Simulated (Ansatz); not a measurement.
Geometry optimisation, UKS B3LYP-D4/def2-SVP (Ansatz 0.2.0).

Input:

```yaml
crystal:
  periodic: [false, false, false]
  atoms:
    - { symbol: C, position_ang: [-0.1633, -0.0806, -0.0028] }
    - { symbol: Te, position_ang: [1.9016, 0.2669, 0.1003] }
    - { symbol: H, position_ang: [-0.4895, -1.0601, 0.3151] }
    - { symbol: H, position_ang: [-0.6538, 0.7145, 0.6279] }
    - { symbol: H, position_ang: [-0.545, 0.0856, -1.082] }
magnetization:
  spin_polarized: true
  initial_magnetization: 1
basis:
  gaussian: { orbitals: def2-SVP }
hamiltonian:
  xc: b3lyp
  dispersion: d4
relax:
  f_tol: 0.02
  max_steps: 40
```

Command:

```bash
$ ansatz run input.yaml --threads 1 --pin off --max-ram 2048MiB --backend cpu --events-out ev --progress --plain --runs-dir out
```

**Question.** Where does it end, and by what steps?

**Answer.** The run converged. The force dipped under the threshold on the way, but the program's further checks kept it going. After 11 steps the energy has fallen by 0.116 eV; H4 moved furthest, 0.06 Å.

```
step  energy less start (eV)  largest force component (eV/Å)  accepted
   0                  0.0000                           1.876       yes
   1                 -0.1035                           0.542       yes
   2                 -0.1148                           0.063       yes
   3                 -0.1156                           0.042       yes
   4                 -0.1157                           0.019       yes
   5                 -0.1158                           0.027       yes
   6                 -0.1159                           0.049       yes
   7                 -0.1158                           0.090        no
   8                 -0.1160                           0.042       yes
   9                 -0.1156                           0.068        no
  10                 -0.1161                           0.016       yes
  11                 -0.1162                           0.010       yes
```

```xyz
5
Properties=species:S:1:pos:R:3
C -0.211 -0.046 -0.002
Te 1.946 0.242 0.075
H -0.465 -1.064 0.319
H -0.713 0.705 0.619
H -0.507 0.089 -1.053
```

The run took 61 s on 1 thread of Arm Neoverse V2 (shared host), peak memory 0.14 GiB.
